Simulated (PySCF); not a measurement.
C5H9O, SMILES C[CH]CC(C)=O, multiplicity 2.

The structure is a stationary point at B3LYP-D3(BJ)/def2-SVP. The isomer is the one that the SMILES or the coordinates give; other isomers of the formula were not compared. The values are those of a single conformer.

These are TDA-PBE/def2-SVPD in PySCF values and carry that method's errors.

Vertical excitations. The molecule is in vacuum.

Q: Give excitation energies, oscillator strengths and character. (An estimate is asked for; the answer gives what the named calculation found.)

A: 
```
state    energy (eV)  λ (nm)      f                              main pairs
-------  -----------  ------  -----  --------------------------------------
root 1          2.79     444  0.002      α HOMO→LUMO 63 %, β HOMO→LUMO 36 %
root 2          3.31     374  0.061      α HOMO→LUMO 35 %, β HOMO→LUMO 62 %
root 3          4.14     300  0.000  α HOMO−1→LUMO 55 %, β HOMO→LUMO+1 44 %
root 4          4.25     292  0.005                     α HOMO→LUMO+1 100 %
root 5          4.69     264  0.027  α HOMO−1→LUMO 44 %, β HOMO→LUMO+1 54 %
root 6          5.02     247  0.003                      α HOMO→LUMO+2 99 %
root 7          5.26     236  0.002                      α HOMO→LUMO+3 99 %
root 8          5.41     229  0.006                      α HOMO→LUMO+4 99 %
root 9          5.62     221  0.005   α HOMO−2→LUMO 5 %, β HOMO−1→LUMO 86 %
root 10         5.68     218  0.005                      β HOMO→LUMO+2 96 %
```
Unrestricted roots are not spin-pure.
